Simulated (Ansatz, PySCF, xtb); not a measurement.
Torsion H3–O1–Pb2–H4 in H2OPb (SMILES [OH][PbH]); at each angle all else is relaxed with GFN2-xTB, and the levels are single points there.
Geometry at 0° (charge 0, multiplicity 1):
```xyz
4

O     -1.15619     0.24234     0.15104
Pb     0.82959     0.98848    -0.07473
H     -1.40647    -0.62267    -0.15902
H      1.54899    -0.49880    -0.92825
```

On the grid 0° to 330°, 300° is the highest and 0° the lowest point at CCSD(T)/CBS(def2-TZVPP, def2-QZVPP).

Frozen-core correlation. Filled d and f shells under p-block atoms count as core.

Run with Ansatz (a quantum-chemistry and plane-wave program); PySCF for the dispersion terms; xtb for the GFN methods. Each number belongs to the level named beside it. In def2 rows elements past Kr take small-core potentials, without spin–orbit coupling.

```csv
level,energy at 300° less that at 0° (kcal/mol)
GFN-FF,0.14
PBE/def2-TZVPP,6.83
BLYP/def2-TZVPP,6.85
r2SCAN-D3(BJ)/def2-TZVPP,6.32
B3LYP-D4/def2-TZVPP,6.01
wB97M-V/def2-TZVPP,5.53
MP2/def2-SVP,6.77
SCS-MP2/def2-TZVPP,?
CCSD/def2-TZVPP,?
```

Question: Some entries are withheld; supply them.

Answer: 
- SCS-MP2/def2-TZVPP, energy at 300° less that at 0° (kcal/mol): 6.18
- CCSD/def2-TZVPP, energy at 300° less that at 0° (kcal/mol): 5.74
